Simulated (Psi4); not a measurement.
H2P (SMILES [PH2-]), charge -1, singlet, geometry from GFN2-xTB (a gas-phase anion, which may not be bound at this level), with bond 3-1 at 3.0 times its length; Psi4 1.11 with HF/def2-SV(P).

Input for Psi4:
```
memory 2 GB

molecule mol {
-1 1
  P    -0.001499    0.074311    0.082110
  H     0.970783   -0.554794   -0.600600
  H    -2.841894   -1.828222   -2.057357
}

set basis def2-sv(p)
set reference uhf
set stability_analysis follow
set scf_type pk

energy('scf')
print_variables()
```

It wrote (shortened):

```
   => Loading Basis Set <=

    Name: DEF2-SV(P)
    Role: ORBITAL
    Keyword: BASIS

         ---------------------------------------------------------
                                   SCF
               by Justin Turney, Rob Parrish, Andy Simmonett
                          and Daniel G. A. Smith
                              UHF Reference
         ---------------------------------------------------------

  ==> Geometry <==

    Molecular point group: cs
    Full point group: Cs

    Geometry (in Angstrom), charge = -1, multiplicity = 1:

       Center              X                  Y                   Z               Mass
    ------------   -----------------  -----------------  -----------------  -----------------
         P           -0.115822652344    -0.057072918754     0.000000000000    30.973761998420
         H            0.812506359729    -1.029391579479     0.000000000000     1.007825032230
         H            2.747102851194     2.783429180768     0.000000000000     1.007825032230

  Running in cs symmetry.

  Rotational constants: A =      9.56627  B =      1.06015  C =      0.95438 [cm^-1]
  Rotational constants: A = 286789.64847  B =  31782.43145  C =  28611.64841 [MHz]
  Nuclear repulsion =    7.996549738117697

  Charge       = -1
  Multiplicity = 1
  Electrons    = 18
  Nalpha       = 9
  Nbeta        = 9

  ==> Algorithm <==

  SCF Algorithm Type is PK.
  DIIS enabled.
  MOM disabled.
  Fractional occupation disabled.
  Guess Type is SAD.
  Energy threshold   = 1.00e-06
  Density threshold  = 1.00e-06
  Integral threshold = 1.00e-12

  ==> Primary Basis <==

  Basis Set: DEF2-SV(P)
    Blend: DEF2-SV(P)
    Number of shells: 12
    Number of basis functions: 22
    Number of Cartesian functions: 23
    Spherical Harmonics?: true
    Max angular momentum: 2

  ==> Integral Setup <==

  Using in-core PK algorithm.
   Calculation information:
      Number of atoms:                   3
      Number of AO shells:              12
      Number of primitives:             26
      Number of atomic orbitals:        23
      Number of basis functions:        22

      Integral cutoff                 1.00e-12
      Number of threads:                 1

  Performing in-core PK
  Using 64262 doubles for integral storage.
  We computed 2976 shell quartets total.
  Whereas there are 3081 unique shell quartets.

  ==> DiskJK: Disk-Based J/K Matrices <==

    J tasked:                  Yes
    K tasked:                  Yes
    wK tasked:                  No
    Schwarz Cutoff:          1E-12

  Minimum eigenvalue in the overlap matrix is 4.4931198018E-02.
  Reciprocal condition number of the overlap matrix is 1.4359384394E-02.
    Using symmetric orthogonalization.

  ==> Pre-Iterations <==

  SCF Guess: Superposition of Atomic Densities via on-the-fly atomic UHF (no occupation information).

   -------------------------
    Irrep   Nso     Nmo
   -------------------------
     A'        17      17
     A"         5       5
   -------------------------
    Total      22      22
   -------------------------

  ==> Iterations <==

                        Total Energy        Delta E     RMS |[F,P]|

   @UHF iter SAD:  -340.96032619093091   -3.40960e+02   0.00000e+00
   @UHF iter   1:  -341.06922216837091   -1.08896e-01   2.53645e-02 DIIS/ADIIS
   @UHF iter   2:  -341.39589675748886   -3.26675e-01   2.35943e-02 DIIS/ADIIS
   @UHF iter   3:  -341.54249335076207   -1.46597e-01   8.17270e-03 DIIS/ADIIS
   @UHF iter   4:  -341.56580772878971   -2.33144e-02   7.99838e-04 DIIS/ADIIS
   @UHF iter   5:  -341.56634305085544   -5.35322e-04   2.35828e-04 DIIS/ADIIS
   @UHF iter   6:  -341.56639446972076   -5.14189e-05   8.13718e-05 DIIS
   @UHF iter   7:  -341.56640324557463   -8.77585e-06   3.01918e-05 DIIS
   @UHF iter   8:  -341.56640445830328   -1.21273e-06   5.28339e-06 DIIS
   @UHF iter   9:  -341.56640449095278   -3.26495e-08   8.77718e-07 DIIS
  Energy and wave function converged.

[...]
    Wavefunction unstable!
    Rotating orbitals by 0.5 * pi / 2 radians along unstable eigenvector.
[...]
   @UHF iter  70:  -341.60629167944137   -5.51795e-04   9.20016e-04 DIIS/ADIIS
   @UHF iter  71:  -341.60470957640939    1.58210e-03   1.27585e-03 DIIS/ADIIS
   @UHF iter  72:  -341.60566218926641   -9.52613e-04   9.90205e-04 DIIS/ADIIS
   @UHF iter  73:  -341.60588213759218   -2.19948e-04   9.54379e-04 DIIS/ADIIS
   @UHF iter  74:  -341.60579766264107    8.44750e-05   9.64805e-04 DIIS/ADIIS
   @UHF iter  75:  -341.60567292935093    1.24733e-04   9.72988e-04 DIIS/ADIIS
   @UHF iter  76:  -341.60601216825165   -3.39239e-04   9.11912e-04 DIIS/ADIIS
   @UHF iter  77:  -341.60518583014766    8.26338e-04   1.07460e-03 DIIS/ADIIS
   @UHF iter  78:  -341.60747544538714   -2.28962e-03   7.42098e-04 DIIS/ADIIS
   @UHF iter  79:  -341.60893947928855   -1.46403e-03   8.42320e-04 DIIS/ADIIS
   @UHF iter  80:  -341.60686997364155    2.06951e-03   8.11778e-04 DIIS/ADIIS
   @UHF iter  81:  -341.60697037064972   -1.00397e-04   8.08351e-04 DIIS/ADIIS
   @UHF iter  82:  -341.60723306025716   -2.62690e-04   8.02778e-04 DIIS/ADIIS
   @UHF iter  83:  -341.60697758336903    2.55477e-04   8.05066e-04 DIIS/ADIIS
   @UHF iter  84:  -341.60699439287794   -1.68095e-05   8.04743e-04 DIIS/ADIIS
   @UHF iter  85:  -341.60700973041219   -1.53375e-05   8.09361e-04 DIIS/ADIIS
   @UHF iter  86:  -341.60695853156506    5.11988e-05   8.12647e-04 DIIS/ADIIS
   @UHF iter  87:  -341.60794572970326   -9.87198e-04   8.20947e-04 DIIS/ADIIS
   @UHF iter  88:  -341.60637981199801    1.56592e-03   8.13218e-04 DIIS/ADIIS
   @UHF iter  89:  -341.60964726655180   -3.26745e-03   1.04736e-03 DIIS/ADIIS
   @UHF iter  90:  -341.60887077423081    7.76492e-04   8.82904e-04 DIIS/ADIIS
   @UHF iter  91:  -341.60794016988291    9.30604e-04   9.31533e-04 DIIS/ADIIS
   @UHF iter  92:  -341.60772090433471    2.19266e-04   9.04969e-04 DIIS/ADIIS
   @UHF iter  93:  -341.60058845603214    7.13245e-03   2.55494e-03 DIIS/ADIIS
   @UHF iter  94:  -341.60529675919673   -4.70830e-03   1.04432e-03 DIIS/ADIIS
   @UHF iter  95:  -341.60605097897940   -7.54220e-04   8.94864e-04 DIIS/ADIIS
   @UHF iter  96:  -341.60781855043365   -1.76757e-03   8.02262e-04 DIIS/ADIIS
   @UHF iter  97:  -341.60140041878969    6.41813e-03   2.12803e-03 DIIS/ADIIS
   @UHF iter  98:  -341.60655538907207   -5.15497e-03   7.56615e-04 DIIS/ADIIS
   @UHF iter  99:  -341.60600948962389    5.45899e-04   8.63097e-04 DIIS/ADIIS
   @UHF iter 100:  -341.60597491766595    3.45720e-05   8.58135e-04 DIIS/ADIIS

PsiException: Could not converge SCF iterations in 100 iterations.

Traceback (most recent call last):
  File "psi4", line 375, in <module>
  File "<string>", line 26, in <module>
  File "site-packages/psi4/driver/driver.py", line 533, in energy
  File "site-packages/psi4/driver/procrouting/proc.py", line 2760, in run_scf
  File "site-packages/psi4/driver/procrouting/proc.py", line 2047, in scf_helper
  File "site-packages/psi4/driver/procrouting/scf_proc/scf_iterator.py", line 99, in scf_compute_energy
  File "site-packages/psi4/driver/procrouting/scf_proc/scf_iterator.py", line 674, in scf_finalize_energy
  File "site-packages/psi4/driver/procrouting/scf_proc/scf_iterator.py", line 609, in scf_iterate

psi4.driver.p4util.exceptions.SCFConvergenceError: Could not converge SCF iterations in 100 iterations.

Printing out the relevant lines from the Psithon --> Python processed input file:
    core.IO.set_default_namespace("mol")
    core.set_global_option("BASIS", "def2-sv(p)")
    core.set_global_option("REFERENCE", "uhf")
    core.set_global_option("STABILITY_ANALYSIS", "follow")
    core.set_global_option("SCF_TYPE", "pk")
--> energy('scf')
    print_variables()

!-------------------------------------------------------!
!                                                       !
!  Could not converge SCF iterations in 100 iterations. !
!                                                       !
!-------------------------------------------------------!
```

Convergence was not reached.
